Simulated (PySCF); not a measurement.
PySCF input for GeH₂, SMILES [GeH2] (connectivity only; charge and spin as stated), charge +1, multiplicity 2, IEF-PCM-M06-2X/def2-TZVPD. Coordinates come from a ωB97X-D3(BJ)/def2-TZVPD optimisation. The multiplicity is an assumed one; other spin states were not compared. The isomer is the one that the SMILES or the coordinates give; other isomers of the formula were not compared.

```python
import numpy as np
from pyscf import gto, scf, dft
from pyscf.solvent import pcm

mol = gto.M(
    atom='''
    Ge    0.00000000    0.00000000   -0.04495904
    H     0.00000000    1.34174952    0.71934465
    H     0.00000000   -1.34174952    0.71934464
    ''',
    basis='def2-TZVPD',
    charge=1,
    spin=1,
    max_memory=1600,
    verbose=3,
)
mf = dft.UKS(mol, xc='m06-2x').density_fit(auxbasis='def2-universal-jkfit')
mf.grids.level = 4
mf.conv_tol = 1e-9
mf.max_cycle = 100
mf.kernel()
fine, coarse = mf.grids, dft.Grids(mol).set(level=1).build(with_non0tab=True)
for _ in range(3):  # follow internal instabilities
    mf.grids = coarse
    mo, _, stable, _ = mf.stability(return_status=True, nroots=4)
    mf.grids = fine
    if stable:
        break
    mf.kernel(mf.make_rdm1(mo, mf.mo_occ))
res = {}
for name, eps in {'water': 78.355, 'benzene': 2.2706, 'ethylethanoate': 5.9867}.items():
    s = mf.PCM()
    s.with_solvent.method, s.with_solvent.eps, s.with_solvent.lebedev_order = 'IEF-PCM', eps, 29
    s.kernel(mf.make_rdm1())
    res[name] = (s.e_tot, eps, s.dip_moment(), s.mo_energy, s.converged)
    print(f'{name}: electrostatic solvation free energy {(s.e_tot - mf.e_tot) * 627.509474:.3f} kcal/mol')
```

It prints:

```

WARN: HOMO -0.187560104748582 >= LUMO -0.187560104748581

converged SCF energy = -2077.81679496579  <S^2> = 0.75246494  2S+1 = 2.0024634
<class 'pyscf.df.df_jk.DFUKS'> wavefunction is stable in the internal stability analysis

WARN: PCM is an experimental feature. It is still in testing.
Features and APIs may be changed in the future.

converged SCF energy = -2077.92132667314  <S^2> = 0.75248686  2S+1 = 2.0024853

WARN: System has nonzero charge 1; the dipole moment is origin-dependent.
Location of origin: [0. 0. 0.]

Dipole moment(X, Y, Z, Debye): -0.00000, -0.00000,  0.34579
water: electrostatic solvation free energy -65.595 kcal/mol

WARN: PCM is an experimental feature. It is still in testing.
Features and APIs may be changed in the future.

converged SCF energy = -2077.87607526676  <S^2> = 0.75247666  2S+1 = 2.0024751

WARN: System has nonzero charge 1; the dipole moment is origin-dependent.
Location of origin: [0. 0. 0.]

Dipole moment(X, Y, Z, Debye): -0.00000, -0.00000,  0.30752
benzene: electrostatic solvation free energy -37.199 kcal/mol

WARN: PCM is an experimental feature. It is still in testing.
Features and APIs may be changed in the future.

converged SCF energy = -2077.90502109209  <S^2> = 0.75248311  2S+1 = 2.0024816

WARN: System has nonzero charge 1; the dipole moment is origin-dependent.
Location of origin: [0. 0. 0.]

Dipole moment(X, Y, Z, Debye): -0.00000, -0.00000,  0.32989
ethylethanoate: electrostatic solvation free energy -55.363 kcal/mol
```

The run converged.
